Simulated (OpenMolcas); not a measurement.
## Ti III: effect of the active space

```
Program             : OpenMolcas
Method              : CASSCF or its RAS form
Basis               : ANO-RCC-VDZP
Scalar Hamiltonian  : DKH2, point nucleus
Spin-orbit coupling : RASSI with atomic mean-field integrals over the reference wave functions, term energies averaged over their components
```

A. 2 electrons in 5 orbitals (3d); 2S+1 = 3 even, 10 roots; 2S+1 = 1 even, 15 roots; cost of the order of 5 core-seconds
B. 2 electrons in 6 orbitals (3d 4s); 2S+1 = 3 even, 15 roots; 2S+1 = 1 even, 20 roots; cost about 13 core-seconds
C. 2 electrons in 9 orbitals (RAS2 3d 4s; RAS3 4p, at most 2 electrons); 2S+1 = 3 even, 15 roots; 2S+1 = 1 even, 20 roots kept (CI in the orbitals of an earlier block); 2S+1 = 3 odd, 15 roots; 2S+1 = 1 odd, 15 roots kept (CI in the orbitals of an earlier block); cost of the order of 28 core-seconds
D. 2 electrons in 10 orbitals (3d 4d); 2S+1 = 3 even, 10 roots; 2S+1 = 1 even, 15 roots; cost of the order of 10 core-seconds

Energies in cm-1 above 3d2 3F2, the measured ground level; measured values from Corliss and Sugar, J. Phys. Chem. Ref. Data 8, 1 (1979).

| Level | A | B | C | D | Measured |
| --- | --- | --- | --- | --- | --- |
| 3d2 3F2 | 0.0 | 0.0 | 0.0 | 0.0 | 0.0 |
| 3d2 3F3 | 196 | 201 | 201 | 197 | 185 |
| 3d2 3F4 | 452 | 462 | 462 | 454 | 420 |
| 3d2 1D2 | 11254 | 10912 | 11211 | 10845 | 8474 |
| 3d2 3P0 | 13475 | 13702 | 13587 | 13002 | 10538 |
| 3d2 3P1 | 13543 | 13771 | 13657 | 13067 | 10604 |
| 3d2 3P2 | 13685 | 13914 | 13803 | 13205 | 10721 |
| 3d2 1G4 | 17328 | 17236 | 17825 | 16706 | 14398 |
| 3d2 1S0 | 41956 | 41944 | 42305 | 39040 | 32476 |

Deviations, from unrounded energies. A percentage is the sum of absolute deviations over the sum of measured energies, with the sign that they share, or ± where signs differ.

| Against measurement | Levels | A | B | C | D |
| --- | --- | --- | --- | --- | --- |
| mean absolute deviation (cm-1) | 8 | 3000 | 3000 | 3200 | 2300 |
| fine structure of the ground term (%) | 2 | +7.1 | +9.5 | +9.5 | +7.5 |
| other terms of the ground configuration (%) | 6 | +27.6 | +27.8 | +28.9 | +21.4 |

D lies closest to measurement on these levels and C furthest from it. The largest miss of D in the table is 3d2 1S0, by +6600 cm-1. The ranking rests on the paired levels alone, and a cruder setting can come out closer through cancelling errors.

Among A to D the level of the table that moves most is 3d2 1S0, by 3300 cm-1 (lowest in D, highest in C).

Without dynamic correlation excited terms often stand tens of per cent too high (terms of higher spin than the ground term too low), and those without a measured partner can miss by more than the paired ones. Terms from blocks run as CI alone lack orbitals of their own (holds for C). Active for correlation alone: 4d; no level in the range computed is led by a configuration that fills it, so any true level of that kind is missing (holds for D). Measured partners are found by configuration, term and J. A level has none where our copy of the source lacks it or the pairing is in doubt (some pairs that miss far off the trend of their configuration count as doubtful), and it then counts in no deviation. Only configurations of the active space appear. Levels that lie high or do not pair safely by name in every column are left out.
